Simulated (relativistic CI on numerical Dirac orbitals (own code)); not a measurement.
Transition arrays of Cd²⁹⁺

These numbers are calculated, not measured: Dirac-Coulomb-Breit CI, orbitals from a KLI potential per configuration, a model potential for QED, valence Slater integrals scaled by 0.9, whole transition arrays (own radial code, finite nucleus).

CI space (outside the closed core [Ne] 3s2): 3p6 3d, 3p6 4f, 3p5 3d2, 3p6 4p, 3p6 5f. Levels of other configurations are missing.

All E1 lines from the levels of 3p6 3d; mean and standard deviation are weighted by gf, and upper levels are sorted by their leading configuration.

```
Upper configuration  Lines   Σgf  Mean (eV)  Mean (nm)  σ (eV)  Strongest line (nm)
             3p6 4f      3   9.0     836.17      1.483    4.09                1.489
            3p5 3d2     60  14.4     208.88      5.936   17.78                5.668
             3p6 4p      3   0.3     709.21      1.748    3.89                1.744
             3p6 5f      3   2.0    1124.02      1.103    4.29                1.106
```

Σgf per state of the lower configuration in bins of 0.2 nm over the central range (centre: value): 1.1: 0.20, 1.5: 0.90, 1.7: 0.03, 5.5: 0.24, 5.7: 0.57, 5.9: 0.22, 6.3: 0.17, 6.5: 0.01, 6.9: 0.05, 7.1: 0.09, 7.3: 0.06.

(1) How do configuration mixing and the scaling of the Slater integrals move the arrays?

## Answers

(1) Slater scale 0.9, no configuration mixing: 3p6 4f 835.8 ± 4.1 eV (Σgf 8.5), 3p5 3d2 208.9 ± 17.7 eV (Σgf 14.6), 3p6 4p 709.2 ± 3.9 eV (Σgf 0.3), 3p6 5f 1123.9 ± 4.3 eV (Σgf 1.8); Slater scale 1: 3p6 4f 836.3 ± 4.1 eV (Σgf 9.1), 3p5 3d2 212.8 ± 18.1 eV (Σgf 14.7), 3p6 4p 709.2 ± 3.9 eV (Σgf 0.3), 3p6 5f 1124.0 ± 4.3 eV (Σgf 2.0); Slater scale 0.8: 3p6 4f 836.1 ± 4.1 eV (Σgf 9.0), 3p5 3d2 205.0 ± 17.5 eV (Σgf 14.2), 3p6 4p 709.2 ± 3.9 eV (Σgf 0.3), 3p6 5f 1124.0 ± 4.3 eV (Σgf 2.0). With mixing, levels are counted to their leading configuration, so an array can shrink or vanish into another, and the sums then hold other lines.
